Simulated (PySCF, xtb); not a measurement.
Cl3Si, SMILES Cl[Si](Cl)Cl, multiplicity 2.

Harmonic wavenumbers (cm⁻¹) from GFN2-xTB in xtb at its own minimum, in rising order: 129, 129, 201, 415, 497, 498.

**Question.** What does ωB97X-D3(BJ)/def2-SVP (PySCF) give at its own minimum? (The exact figures need the calculation; the answer reports its results.)

**Answer.** 165, 165, 240, 494, 613, 613. Paired by order, the mean absolute difference is 70 cm⁻¹ and the zero-point energies are 2.7 and 3.3 kcal/mol.
